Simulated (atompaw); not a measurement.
# What one change does to a pseudopotential (Au (Z = 79), PAW (atompaw))

```json
{
 "Element": "Au (Z = 79)",
 "Generator": "atompaw 4.2.0.5",
 "Type": "PAW",
 "Functional": "PBEsol",
 "Relativity": "scalar-relativistic",
 "Frozen core": "[Kr] 4d10 4f14 5s2",
 "Valence charge": "17",
 "Reference configuration": "5p6 5d9 6s0 6p0 (charge +2)",
 "Partial waves": "6s (bound, empty): rc 2.35 bohr; 6s channel at -0.05 Ry: rc 2.35 bohr; 5p (bound): rc 1.90 bohr; 6p (bound, empty): rc 2.35 bohr; 5d (bound): rc 1.95 bohr; 5d channel at 2.35 Ry: rc 2.35 bohr",
 "Local potential": "bessel scheme, radius 2.30 bohr",
 "Core correction": "smooth core density matched at 1.45 bohr",
 "Augmentation charge": "sinc compensation charge, radius 1.95 bohr; PAW radius 2.35 bohr; waves and projectors: custom polynom2 7 10 vanderbiltortho"
}
```

All-electron outer shells of the reference configuration (PBEsol, scalar-relativistic, ld1.x):

```json
{"shell": "4f", "level (eV)": "-102.91", "outermost node (bohr)": "–", "outermost maximum (bohr)": "0.37"}
{"shell": "5p", "level (eV)": "-81.32", "outermost node (bohr)": "0.52", "outermost maximum (bohr)": "0.96"}
{"shell": "5d", "level (eV)": "-27.36", "outermost node (bohr)": "0.56", "outermost maximum (bohr)": "1.20"}
{"shell": "6s", "level (eV)": "-22.76", "outermost node (bohr)": "1.10", "outermost maximum (bohr)": "2.13"}
{"shell": "6p", "level (eV)": "-14.50", "outermost node (bohr)": "1.29", "outermost maximum (bohr)": "2.70"}
```

Change: local potential ultrasoft scheme with l = 3 at -0.5 Ry, radius 2.30 bohr.

Cutoffs: the cutoffs (Ry, on a coarse ladder) from which the occupation-weighted sum of valence levels, in a spherical-Bessel basis at the reference potential, stays within 10 and 1 mRy of its value at 400 Ry; they do not see the model core or the augmentation charge, which bear on the density cutoff.

Task: What does the change do?

Result: The potential gets neither clearly harder nor softer (25 Ry and 80 Ry → 25 Ry and 80 Ry); the p channel sets the loose cutoff, while the largest relative change is in d, which becomes softer; the f channel binds one level more than in the base; the range in which the s phases agree widens (upper end 3.3 → at the end of the scan); neither file shows a bound ghost.

| quantity | base | changed |
| --- | --- | --- |
| cutoff, loose | 25 Ry | 25 Ry |
| cutoff, tight | 80 Ry | 80 Ry |
| loose cutoff by channel (10 mRy a level) | p 18 Ry, d 21 Ry | p 18 Ry, d 18 Ry |
| bound ghosts | none | none |
| s: phases at 2.36 bohr within 0.05 rad from the reference energy up to (Ry; the scan ends near 5) | 3.3 | to the end of the scan |
| p: phases at 2.36 bohr within 0.05 rad from the reference energy up to (Ry; the scan ends near 5) | to the end of the scan | to the end of the scan |
| d: phases at 2.36 bohr within 0.05 rad from the reference energy up to (Ry; the scan ends near 5) | to the end of the scan | to the end of the scan |
| lowest overlap eigenvalue by channel | s 0.18, p 0.63, d 0.65 | s 0.13, p 0.63, d 0.65 |

 The cutoffs see the waves, projectors and local potential, not the compensation charge or the core.
